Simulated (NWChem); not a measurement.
C3H9Bi; SMILES [CH3][Bi]([CH3])[CH3]

Program: NWChem. Coordinates come from a PBE-D3(BJ)/def2-SVP optimisation. Not confirmed as a minimum by frequencies. def2 effective core potentials on Bi; no spin-orbit coupling.

Q: Taking PBE/def2-TZVPD as the yardstick, which of these has the fewest basis functions while keeping “highest occupied level (eV)” within 0.05 eV of it: PBE/def2-SVPD; PBE/def2-SVP; PBE/def2-TZVP?

A: PBE/def2-SVPD.
| level | basis functions | highest occupied level (eV) | relative time (rough) |
|---|---|---|---|
| PBE/def2-SVP | 113 | -5.57 | 1 |
| PBE/def2-SVPD | 164 | -5.67 | 3 |
| PBE/def2-TZVP | 197 | -5.67 | 3 |
| PBE/def2-TZVPD | 248 | -5.68 | 6 |

The yardstick is one finite set, not the basis-set limit.
